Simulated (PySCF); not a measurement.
The dipole of `C(=C1C=CC=C1)C(Cl)Cl` from its density and from atomic charges.

Coordinates (GFN2-xTB, Å) and charges (e) from the PBE0/pcSseg-1 density (PySCF):

| atom | x | y | z | Mulliken | IAO | Hirshfeld | ESP-fitted |
| --- | --- | --- | --- | --- | --- | --- | --- |
| Cl1 | 3.354 | 0.118 | 1.419 | -0.0429 | -0.0646 | -0.0499 | -0.0011 |
| C2 | 2.270 | -0.609 | 0.194 | -0.2385 | -0.0878 | +0.0375 | -0.4677 |
| Cl3 | 3.245 | -1.131 | -1.213 | -0.0432 | -0.0650 | -0.0501 | -0.0025 |
| C4 | 1.275 | 0.393 | -0.241 | +0.0874 | -0.1127 | -0.0328 | -0.2006 |
| C5 | -0.054 | 0.257 | -0.122 | -0.1940 | +0.0211 | +0.0035 | +0.3893 |
| C6 | -0.828 | -0.852 | 0.438 | -0.0573 | -0.1978 | -0.0722 | -0.2139 |
| C7 | -2.131 | -0.539 | 0.343 | -0.0654 | -0.1442 | -0.0440 | -0.2872 |
| C8 | -2.263 | 0.776 | -0.275 | -0.0709 | -0.1544 | -0.0489 | +0.0820 |
| C9 | -1.039 | 1.251 | -0.552 | -0.0287 | -0.1807 | -0.0648 | -0.5414 |
| H10 | 1.835 | -1.504 | 0.637 | +0.2144 | +0.1856 | +0.0555 | +0.3250 |
| H11 | 1.687 | 1.290 | -0.685 | +0.1195 | +0.1708 | +0.0529 | +0.2319 |
| H12 | -0.406 | -1.749 | 0.847 | +0.0763 | +0.1515 | +0.0484 | +0.1507 |
| H13 | -2.965 | -1.138 | 0.659 | +0.0864 | +0.1600 | +0.0563 | +0.1937 |
| H14 | -3.206 | 1.258 | -0.462 | +0.0853 | +0.1600 | +0.0555 | +0.1187 |
| H15 | -0.779 | 2.186 | -1.009 | +0.0718 | +0.1583 | +0.0532 | +0.2231 |

Compute μ = Σ q r for each scheme (1 e·Å = 4.803 D) and compare with the dipole of the full density.

The full density gives (-1.80, 0.02, 0.06) D, 1.80 D in size; dipole vectors point from the negative to the positive end.

```json
{"scheme": "Mulliken", "μx": "-1.67", "μy": "0.15", "μz": "0.00", "size (D)": "1.68", "share of the full size (%)": "93", "angle to the full dipole (°)": "5"}
{"scheme": "IAO", "μx": "-1.47", "μy": "0.11", "μz": "0.01", "size (D)": "1.48", "share of the full size (%)": "82", "angle to the full dipole (°)": "4"}
{"scheme": "Hirshfeld", "μx": "-0.82", "μy": "0.02", "μz": "0.03", "size (D)": "0.82", "share of the full size (%)": "45", "angle to the full dipole (°)": "1"}
{"scheme": "ESP-fitted", "μx": "-1.86", "μy": "-0.02", "μz": "0.09", "size (D)": "1.86", "share of the full size (%)": "103", "angle to the full dipole (°)": "2"}
```

Which set comes closest?

Length of the difference vector: ESP-fitted 0.08 D, Mulliken 0.19 D, IAO 0.34 D, Hirshfeld 0.99 D. Closest: ESP-fitted. The schemes that divide the density aren't constrained to reproduce the dipole.

What is left for the Hirshfeld atoms' own dipoles?

The shares of the density sum to the whole, so what Σ q r misses lies in dipoles about the nuclei. The atomic dipoles sum to (-1.80, 0.02, 0.06) − (-0.82, 0.02, 0.03) = (-0.98, 0.00, 0.03) D, 0.99 D in size.

With the origin at the mean of the coordinates, (0.000, 0.001, -0.001) Å, which are the largest single terms, by size, of the Hirshfeld dipole along the direction of the full one?

H14 +0.85, H13 +0.80, Cl3 +0.79, Cl1 +0.79, C8 -0.53 D; all 15 atoms together +0.82 D. The single terms depend on the origin, their sum doesn't.

Give the size of the full dipole in other units.

1.80 D = 0.710 au = 0.376 e·Å = 6.02 × 10⁻³⁰ C·m.

The structure is a single GFN2-xTB conformer in the gas phase; no vibrational or solvent corrections.

The run behind these numbers computed NMR shieldings as well. On one thread of an Arm Neoverse N1, shared host, this took 62 s wall and 0.91 GiB of memory at its peak.

Shape of the structure used: `[Cl:1][CH:2]([Cl:3])[CH:4]=[C:5]1[CH:6]=[CH:7][CH:8]=[CH:9]1`: Cl1–C2–C4–C5 -120°.
